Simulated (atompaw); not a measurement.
rubidium (Rb): PAW (atompaw) pseudisation with PBE, non-relativistic reference atom.

Rb, PAW, made with atompaw 4.2.0.5 (PBE, non-relativistic). Core [Ar] 3d10, reference 4s2 4p6 4d0 5s0 5p0 (charge +1). Waves: 4s (bound); 5s (bound, empty); 4p (bound); 5p (bound, empty); 4d (bound, empty); 4d channel at 4.02 Ry. Local part: bessel scheme, radius 2.65 bohr. Core correction: smooth core density matched at 2.30 bohr. Augmentation charge: besselshape compensation charge, radius 2.45 bohr; PAW radius 3.00 bohr; waves and projectors: bloechl.

Poles of the logarithmic derivatives, all-electron (AE) and pseudo (PS). s: poles at -2.6, 2.5 (AE) and -2.6, 2.4 (PS) Ry. p: poles at -1.4, 3.4 (AE) and -1.4, 3.4 (PS) Ry. d: poles at 0.6 (AE) and 0.6 (PS) Ry. Test radius 3.02 bohr.

* Cutoffs needed: 15 Ry and 21 Ry (the cutoffs (Ry, on a coarse ladder) from which the occupation-weighted sum of valence levels, in a spherical-Bessel basis at the reference potential, stays within 10 and 1 mRy of its value at 400 Ry)
* Ghost test: no extra level below or beside the all-electron valence levels (s, p, d, f tested) (spherical-Bessel basis up to 400 Ry, 20 bohr box)
* Lowest eigenvalue of the overlap operator: 0.48 (s channel)
* Overlap eigenvalues printed by atompaw (projector basis): 0.29, 0.474, 1.36, 2.97, 6.76, 8.55
* Share of each valence orbital outside the PAW sphere: 4s 1 %, 5s 84 %, 4p 4 %, 5p 93 %, 4d 56 %
